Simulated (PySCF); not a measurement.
# Ions at one geometry of LaF3(NH3)

PySCF 2.14.0, RKS PBE0, La def2-SVP with ECP46, F def2-SVP, N def2-SVP, H def2-SVP; non-relativistic Hamiltonian with scalar-relativistic core potentials where named; density fitting; no spin-orbit coupling; singlets restricted, open shells unrestricted. The geometry is relaxed for charge 0, singlet, vacuum:

```xyz
8

La    0.1175   -0.1175    0.1175
F     1.2052    1.4012    1.2052
F    -1.4012   -1.2052    1.2052
F     1.2052   -1.2052   -1.4012
N    -1.4556    1.4556   -1.4556
H    -2.0697    2.0697   -0.9169
H    -0.9169    2.0697   -2.0697
H    -2.0697    0.9169   -2.0697
```

Energies count from the relaxed state; an electron taken off or put on is at rest in vacuum. Charges and spins are Mulliken's.

```csv
state,energy (eV),spin squared,charge on La1 (e),spin on La1 (e),dipole about the centre of mass (D)
"charge 0, singlet, vacuum",0.00,0.00,1.21,0.00,6.80
"charge -1, doublet, vacuum",0.17,0.75,0.25,0.96,1.36
```

Question: What does the state charge +1, doublet, vacuum give?

Answer: energy (eV) 11.16, spin squared 0.76, charge on La1 (e) 1.51, spin on La1 (e) -0.05, dipole about the centre of mass (D) 5.58.

With an electron taken off (doublet) the charges change, summed by element, by La +0.30 e, F +0.64 e, N -0.03 e, H +0.08 e. The vertical ionisation energy is 11.16 eV, against −ε(HOMO) = 8.93 eV of the relaxed state. The level lies 2.2 eV too high, as is usual for semilocal functionals and global hybrids, which keep a self-interaction error.

With an electron put on (doublet) the charges change, summed by element, by La -0.96 e, F -0.02 e, N +0.11 e, H -0.12 e. The vertical electron affinity is -0.17 eV, against −ε(LUMO) = 1.04 eV of the relaxed state. The basis has no diffuse functions, which an added electron needs. The added electron's level lies above zero.

Open shells may have lower solutions than those found.
